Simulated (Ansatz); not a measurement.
Basis sets compared for MgI2. The state is a singlet with charge 0. Geometry r2SCAN-D4/def2-TZVP. Ansatz on 4 threads of Arm Neoverse V1 on a shared host; times are rough, and most runs start from earlier orbitals.

```xyz
3

Mg    0.000   -0.002    0.003
I    -0.560    2.051    1.370
I     0.559   -2.049   -1.373
```

In the def2 sets I takes a core potential, while STO-3G treats all electrons; there is no spin–orbit coupling. The structure comes from a short search, and lower isomers may exist.

STO-3G and 6-31G are all-electron sets without relativity, so their totals don't compare with the def2 sets.

Binding counts from free atoms (Mg singlet, I doublet) in the same basis, without a counterpoise term.

| level | functions | energy (Eh) | HOMO (eV) | LUMO (eV) | binding per atom (eV) | wall time |
| --- | --- | --- | --- | --- | --- | --- |
| HF/STO-3G | 63 | -13898.6932 | -6.93 | 6.56 | – | 0.35 s |
| HF/def2-TZVP | 132 | -793.0956 | -10.20 | 0.52 | 1.56 | 0.95 s |
| PBE-D4/def2-SVP | 70 | -795.4008 | -6.57 | -2.52 | 1.97 | 0.5 s |
| PBE-D4/def2-TZVP (with forces) | 132 | -795.4909 | -6.65 | -2.61 | 1.97 | 1.1 s |
| r2SCAN-D4/def2-TZVP | 132 | -795.8499 | -6.95 | -2.20 | 2.05 | 1.7 s |
| PBE0-D4/def2-SVP | 70 | -795.4765 | -7.72 | -1.87 | 1.98 | 0.8 s |
| PBE0-D4/def2-TZVP | 132 | -795.5657 | -7.76 | -1.92 | 1.98 | 1.2 s |

Question: Estimate the rows for PBE-D4/def2-TZVPD, r2SCAN-D4/def2-TZVPD, PBE0-D4/def2-TZVPD.

Answer: 
```json
{"level": "PBE-D4/def2-TZVPD", "functions": "153", "energy (Eh)": "-795.4916", "HOMO (eV)": "-6.66", "LUMO (eV)": "-2.62", "binding per atom (eV)": "1.97", "wall time": "1.3 s"}
{"level": "r2SCAN-D4/def2-TZVPD", "functions": "153", "energy (Eh)": "-795.8503", "HOMO (eV)": "-6.95", "LUMO (eV)": "-2.20", "binding per atom (eV)": "2.06", "wall time": "2.2 s"}
{"level": "PBE0-D4/def2-TZVPD", "functions": "153", "energy (Eh)": "-795.5662", "HOMO (eV)": "-7.77", "LUMO (eV)": "-1.93", "binding per atom (eV)": "1.99", "wall time": "1.7 s"}
```
